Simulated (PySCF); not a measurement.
CH₅FOSi, SMILES F[Si@@H](O)C.

The structure is a stationary point at B3LYP-D3(BJ)/def2-SVP. The structure was generated by enumeration; whether it is a known compound was not checked. The values are those of a single conformer.

Two levels are set side by side: PBE/def2-TZVP (PySCF) and PBE0/def2-TZVP (PySCF). Same geometry, gas phase. Differences are taken from unrounded values.

```tsv
quantity	PBE0	PBE	PBE minus PBE0
orbital gap (eV)	9.61	7.23	-2.37
highest occupied level (eV)	-8.94	-7.46	1.48
lowest empty level (eV)	0.66	-0.22	-0.89
dipole moment (D)	2.20	2.14	-0.07
mean polarisability (bohr³)	39.4	41.2	1.8
```

Without exact exchange PBE keeps part of each electron's self-repulsion, which lifts occupied levels and narrows the gap. PBE's more diffuse valence density responds more strongly to a field. Differences between two approximate levels are no errors against the true value.

Rough cost on one machine, each run with all the roots and properties that it gave: PBE0 against PBE within a factor of 2.
